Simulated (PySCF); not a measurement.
Correlation energy of C+ (carbon, charge +1)

[He] 2s2 2p1, 2P determinant. Calculation: PySCF 2.14, in cc-pVTZ-DK (4s3p2d1f, 30 functions); the spin-free X2C one-electron Hamiltonian (Gaussian nucleus). Frozen: 1s2; 3 electrons correlated.

MP2 pair energies summed by pair of shells (mhartree):

```
 pair  energy  share (%)
2s-2s  -29.02       57.2
2s-2p  -21.68       42.8
```

Total MP2 correlation energy: -50.70 mhartree.

Same-spin part -3.45 and opposite-spin part -47.25 mhartree; SCS-MP2 scales them by 1/3 and 6/5 to -57.85 mhartree.

```csv
level,correlation energy (mhartree)
CCSD,-74.50
(T),-1.15
CCSD(T),-75.65
```

Diagnostics: T1 = 0.0094, D1 = 0.0179, largest double amplitude 0.132.

Cost of the coupled-cluster step: 0.34 s of wall time on 1 thread of Intel(R) Xeon(R) Platinum 8488C (shared host), for 3 correlated electrons.

Iterations:

```
CC2 = 0
CCSD nocc = (np.int64(2), np.int64(1)), nmo = (29, 29)
frozen orbitals [[0], [0]]
max_cycle = 100
direct = 0
conv_tol = 1e-08
conv_tol_normt = 1e-06
diis_space = 8
diis_start_cycle = 0
Init t2, MP2 energy = -0.0506987024850374
Init E_corr(UCCSD) = -0.0506987025222147
cycle = 1  E_corr(UCCSD) = -0.0642416392850806  dE = -0.0135429368  norm(t1,t2) = 0.0543825
cycle = 2  E_corr(UCCSD) = -0.0695400901038909  dE = -0.00529845082  norm(t1,t2) = 0.0268001
cycle = 3  E_corr(UCCSD) = -0.0745479253249206  dE = -0.00500783522  norm(t1,t2) = 0.0139805
cycle = 4  E_corr(UCCSD) = -0.0744727437411665  dE = 7.51815838e-05  norm(t1,t2) = 0.00121184
cycle = 5  E_corr(UCCSD) = -0.0745152418041149  dE = -4.24980629e-05  norm(t1,t2) = 0.000191858
cycle = 6  E_corr(UCCSD) = -0.0744976527840139  dE = 1.75890201e-05  norm(t1,t2) = 4.41601e-05
cycle = 7  E_corr(UCCSD) = -0.0745028645691517  dE = -5.21178514e-06  norm(t1,t2) = 1.41102e-05
cycle = 8  E_corr(UCCSD) = -0.0745024875318727  dE = 3.77037279e-07  norm(t1,t2) = 1.87773e-06
cycle = 9  E_corr(UCCSD) = -0.0745024023638766  dE = 8.51679961e-08  norm(t1,t2) = 3.85063e-07
cycle = 10  E_corr(UCCSD) = -0.0745024285420003  dE = -2.61781237e-08  norm(t1,t2) = 8.47784e-08
cycle = 11  E_corr(UCCSD) = -0.0745024268026481  dE = 1.73935226e-09  norm(t1,t2) = 3.07281e-08
UCCSD converged
E(UCCSD) = -37.38435782204635  E_corr = -0.07450242680264808
UCCSD(T) correction = -0.00114625971338721
```
